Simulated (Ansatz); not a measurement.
input.yaml

```yaml
crystal:
  periodic: [false, false, false]
  atoms:
    - { symbol: Ga, position_ang: [0.0, 0.0, 0.0] }
    - { symbol: H, position_ang: [0.0, 0.0, 1.82] }
    - { symbol: O, position_ang: [1.5501, 0.0, -0.895] }
    - { symbol: H, position_ang: [1.85, -0.9519, -1.0499] }
    - { symbol: H, position_ang: [-1.3596, 0.0, -0.785] }
    - { symbol: "N", position_ang: [0.0, 0.0, 3.18] }
    - { symbol: H, position_ang: [-0.496, -0.7725, 3.71] }
    - { symbol: H, position_ang: [0.496, 0.7725, 3.71] }
magnetization:
  spin_polarized: true
  initial_magnetization: 1
basis:
  gaussian: { orbitals: def2-SVP }
hamiltonian:
  xc: b3lyp
  dispersion: d4
relax:
  f_tol: 0.15
  max_steps: 25
  restrain:
    - { distance: [1, 5], at: 2.26, k: 30.0 }
    - { distance: [0, 1], at: 1.57, k: 30.0 }
output:
  orbitals: {}
```

Run as:

```bash
$ ansatz run input.yaml --threads 2 --pin off --max-ram 3072MiB --backend cpu --events-out ev --progress --plain --runs-dir out
```

Hardware: 2 threads of Arm Neoverse V1, on a shared host.

Problem. Roughly how long does this run take, and how much memory?

Solution. 73 s, with a peak of 0.23 GiB, for 25 ionic steps.
